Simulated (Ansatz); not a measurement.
Consider the cleavage of the Si–Si bond: `F[SiH2]O[SiH2][SiH3]` + `N[SiH](O)S` → `N[SiH](O)S[SiH3]` + `F[SiH2]O[SiH3]`.

Program: Ansatz. Geometries: PBE0-D4/def2-TZVP. ΔE: electronic, gas phase. CCSD(T)/CBS is the MP2 limit (def2-TZVPP, def2-QZVPP) plus CCSD(T) − MP2 in def2-TZVPP, frozen cores. Functionals use def2-TZVPP. One conformer a species, not always the lowest.

| level | ΔE (eV) |
| --- | --- |
| PBE | -0.55 |
| HF/def2-TZVPP | -0.79 |
| SCS-MP2/def2-QZVPP | -0.82 |
| CCSD/CBS(def2) | -0.72 |

Task: What does CCSD(T)/CBS give? (Best estimate.)

Result: Ansatz gave: -0.72 eV. The listed levels differ from it by 0.17, -0.07, -0.10, 0.00 eV.

Largest T1 diagnostic among the species: 0.012.

From PBE to PBE0 (25 % exact exchange), in def2-TZVPP and without D4, ΔE moves by −0.06 eV.
